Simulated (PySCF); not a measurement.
Values are calculated unless marked as measured or tabulated.
## Si4H9O2

Si4H9O2 is a small molecule (built as: Si site whose three back bonds go to SiH3, OSiH3, OSiH3), neutral, doublet. The structure, one conformer, was relaxed in the gas phase by PBE0-D3(BJ)/def2-SVP. No frequency run checks that it is a minimum.

SMILES: [SiH3]O[Si]([SiH3])O[SiH3]

Coordinates in Å:
```
Si1    -0.992    0.001   -0.679
Si2    -1.447    2.266   -1.175
O3     -0.908   -0.140    0.976
Si4    -0.508   -1.018    2.328
O5      0.493   -0.365   -1.332
Si6     1.961   -1.122   -1.147
H7     -0.409    3.176   -0.594
H8     -1.473    2.433   -2.659
H9     -2.785    2.627   -0.618
H10    -1.600   -1.982    2.654
H11     0.757   -1.778    2.087
H12    -0.313   -0.078    3.466
H13     1.760   -2.571   -0.842
H14     2.730   -0.493   -0.032
H15     2.722   -0.981   -2.420
```

EPR values by unrestricted B3LYP, IGLO-III on O Si, pcH-1 on H.

(1) Predict g and the largest hyperfine couplings. Where does the spin sit?

(2) How do the isotropic couplings move with BHandHLYP?

Results:

(1) g = 2.0003, 2.0022, 2.0023. The spin sits on Si1 (75 %, bonded to 2 O + 1 Si) by Mulliken populations.
```csv
atom,isotope,isotropic (MHz),"dipolar, principal values (MHz)"
Si1,29Si,-655.4,"-124.6, 60.2, 64.4"
Si2,29Si,-196.9,"-39.0, 18.1, 20.9"
H7,1H,53.2,"-3.2, -0.2, 3.4"
O5,17O,-31.4,"-22.1, 10.4, 11.7"
O3,17O,-22.4,"-24.3, 11.5, 12.7"
H9,1H,-5.6,"-3.1, -1.2, 4.3"
```

(2) Si1 -655.4 to -687.6 MHz, Si2 -196.9 to -195.2 MHz, H7 53.2 to 53.2 MHz, O5 -31.4 to -35.4 MHz.
